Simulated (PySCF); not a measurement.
Si(Cl)2(GeH3)2, SMILES Cl[Si](Cl)([GeH3])[GeH3] (H6Cl2Ge2Si) (PBE0/def2-SVP optimised geometry):

```
11

Cl    -2.211     1.409    -0.055
Si    -0.131     1.487     0.000
Cl     0.535     2.394    -1.752
Ge     0.488     2.898     1.819
Ge     0.672    -0.757     0.000
H     -0.138     4.286     1.610
H      2.020     3.024     1.878
H     -0.023     2.294     3.140
H      0.155    -1.473    -1.258
H      2.211    -0.757     0.000
H      0.164    -1.487     1.256
```

Computed with PBE0/def2-TZVP run with PySCF.

What are the frontier orbital energies and the dipole moment?

HOMO-2 -9.22 eV, HOMO-1 -9.09 eV, HOMO -7.71 eV, LUMO -0.80 eV, LUMO+1 -0.64 eV; dipole moment 1.60 D.

Meta-Löwdin charges at PBE0/def2-TZVP: Cl1 -0.29, Si2 0.56, Cl3 -0.29, Ge4 0.11, Ge5 0.11, H6 -0.03, H7 -0.04, H8 -0.04, H9 -0.03, H10 -0.04, H11 -0.04.
